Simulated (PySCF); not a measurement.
C5H13AlO, charge +1, doublet, at a GFN2-xTB geometry (such geometries of metal compounds can be far from the true shape) (a state made from the parent by changing its charge; the spin is typed, not shown lowest); PySCF with PBE0/STO-3G.

Input for PySCF:
```python
from pyscf import gto, scf, dft

mol = gto.Mole()
mol.atom = '''
    Al   -0.164059    0.414624    1.213743
    C    -0.774079   -0.687944    2.784972
    H    -1.750053   -1.123916    2.561449
    H    -0.834938   -0.021090    3.646730
    H    -0.050948   -1.486939    2.961921
    C     0.233232    2.392278    1.247188
    H     1.281236    2.547429    0.982745
    H     0.031460    2.746849    2.258859
    H    -0.406352    2.900198    0.522808
    O     0.028786   -0.356153   -0.217839
    C     0.199203   -0.958621   -1.462652
    C     1.558095   -0.593806   -2.053835
    C    -0.963695   -0.635253   -2.389258
    H     0.199771   -2.050859   -1.288620
    H     1.588544    0.475266   -2.255645
    H     1.719516   -1.137973   -2.978960
    H     2.357395   -0.837236   -1.357119
    H    -1.909567   -0.912947   -1.928798
    H    -0.983554    0.433878   -2.593969
    H    -0.856558   -1.173476   -3.325845
'''
mol.basis = 'sto-3g'
mol.charge = 1
mol.spin = 1
mol.verbose = 4
mol.build()

mf = dft.UKS(mol)
mf.xc = 'pbe0'
mf.DIIS = scf.EDIIS
mf.kernel()
mf.analyze()
```

It wrote (shortened):

```
PySCF version 2.14.0

[INPUT] verbose = 4
[INPUT] num. atoms = 20
[INPUT] num. electrons = 63
[INPUT] charge = 1
[INPUT] spin (= nelec alpha-beta = 2S) = 1
[INPUT] symmetry False subgroup None
[INPUT] Mole.unit = angstrom
[INPUT] Symbol           X                Y                Z      unit          X                Y                Z       unit  Magmom
[...]
nuclear repulsion = 365.314671433416
number of shells = 36
number of NR pGTOs = 156
number of NR cGTOs = 52
basis = sto-3g
ecp = {}

******** <class 'pyscf.dft.uks.UKS'> ********
method = UKS
initial guess = minao
damping factor = 0
level_shift factor = 0
DIIS = <class 'pyscf.scf.diis.EDIIS'>
diis_start_cycle = 1
diis_space = 8
diis_damp = 0
SCF conv_tol = 1e-09
SCF conv_tol_grad = None
SCF max_cycles = 50
direct_scf = True
direct_scf_tol = 1e-13
number electrons alpha = 32  beta = 31
XC library pyscf.dft.libxc version 7.1.2
    S. Lehtola, C. Steigemann, M. J. T. Oliveira, and M. A. L. Marques,  SoftwareX 7, 1–5 (2018)
XC functionals = pbe0
    C. Adamo and V. Barone,  J. Chem. Phys. 110, 6158 (1999)
    M. Ernzerhof and G. E. Scuseria,  J. Chem. Phys. 110, 5029 (1999)
radial grids:
    Treutler-Ahlrichs [JCP 102, 346 (1995); DOI:10.1063/1.469408] (M4) radial grids

becke partition: Becke, JCP 88, 2547 (1988); DOI:10.1063/1.454033
pruning grids: <function nwchem_prune>
grids dens level: 3
symmetrized grids: False
atomic radii adjust function: <function treutler_atomic_radii_adjust>
small_rho_cutoff = 0
Set gradient conv threshold to 3.16228e-05
tot grids = 231360
init E= -509.4705624103

cycle= 1 E= -508.961702792182  delta_E= 0.509  |g|= 0.436  |ddm|= 3.65
cycle= 2 E= -508.051726878357  delta_E= 0.91  |g|= 1.38  |ddm|= 2.02
cycle= 3 E= -508.926786187196  delta_E= -0.875  |g|= 0.467  |ddm|= 2.06
cycle= 4 E= -508.964684432759  delta_E= -0.0379  |g|= 0.422  |ddm|= 0.216
cycle= 5 E= -508.964684431511  delta_E= 1.25e-09  |g|= 0.422  |ddm|= 3.38e-09
cycle= 6 E= -508.964684433536  delta_E= -2.03e-09  |g|= 0.422  |ddm|= 5.49e-09
cycle= 7 E= -508.964684431174  delta_E= 2.36e-09  |g|= 0.422  |ddm|= 6.41e-09
cycle= 8 E= -508.964684585668  delta_E= -1.54e-07  |g|= 0.422  |ddm|= 4.19e-07
cycle= 9 E= -508.964684431816  delta_E= 1.54e-07  |g|= 0.422  |ddm|= 4.18e-07
cycle= 10 E= -508.964684434775  delta_E= -2.96e-09  |g|= 0.422  |ddm|= 8.03e-09
cycle= 11 E= -507.837295032381  delta_E= 1.13  |g|= 1.51  |ddm|= 2.12
cycle= 12 E= -508.911774111107  delta_E= -1.07  |g|= 0.481  |ddm|=  2.2
[...]
SCF not converged.
Total Energy =                        -508.630952184523096
[...]
spin_pop of  16 H 1s       -0.00004
spin_pop of  17 H 1s       -0.00003
spin_pop of  18 H 1s       -0.00003
spin_pop of  19 H 1s       -0.00023
 ** Mulliken Spin Density (per atom)  **
spin density of  0 Al =      0.18988
spin density of  1 C =      0.39925
spin density of  2 H =      0.00172
spin density of  3 H =     -0.00796
spin density of  4 H =      0.00202
spin density of  5 C =      0.42287
spin density of  6 H =      0.00141
spin density of  7 H =     -0.00857
spin density of  8 H =      0.00165
spin density of  9 O =      0.00256
spin density of  10 C =     -0.00386
spin density of  11 C =     -0.00015
spin density of  12 C =     -0.00035
spin density of  13 H =      0.00010
spin density of  14 H =     -0.00004
spin density of  15 H =     -0.00022
spin density of  16 H =     -0.00004
spin density of  17 H =     -0.00003
spin density of  18 H =     -0.00003
spin density of  19 H =     -0.00023
 ** Mulliken pop alpha/beta on meta-lowdin orthogonal AOs **
 ** Mulliken pop       alpha | beta **
In total            32.00000 | 31.00000
 ** Mulliken atomic charges   ( Nelec_alpha | Nelec_beta ) **
charge of  0Al =      1.29242  (     5.94873      5.75885 )
charge of  1C =      0.08212  (     3.15857      2.75932 )
charge of  2H =      0.03507  (     0.48333      0.48161 )
charge of  3H =      0.05294  (     0.46955      0.47751 )
charge of  4H =      0.03465  (     0.48369      0.48166 )
charge of  5C =      0.09998  (     3.16145      2.73857 )
charge of  6H =      0.03429  (     0.48356      0.48215 )
charge of  7H =      0.05224  (     0.46960      0.47817 )
charge of  8H =      0.03332  (     0.48417      0.48251 )
charge of  9O =     -1.15450  (     4.57853      4.57597 )
charge of  10C =      0.04133  (     2.97741      2.98126 )
charge of  11C =     -0.16429  (     3.08207      3.08222 )
charge of  12C =     -0.16298  (     3.08131      3.08167 )
charge of  13H =      0.12413  (     0.43798      0.43788 )
charge of  14H =      0.08824  (     0.45586      0.45590 )
charge of  15H =      0.12262  (     0.43858      0.43880 )
charge of  16H =      0.08861  (     0.45567      0.45571 )
charge of  17H =      0.08851  (     0.45573      0.45576 )
charge of  18H =      0.08832  (     0.45582      0.45586 )
charge of  19H =      0.12296  (     0.43841      0.43863 )

WARN: System has nonzero charge 1; the dipole moment is origin-dependent.
Location of origin: [0. 0. 0.]

Dipole moment(X, Y, Z, Debye): -1.07760,  4.33061,  8.29404
```

The run did not converge; its last values are not results.
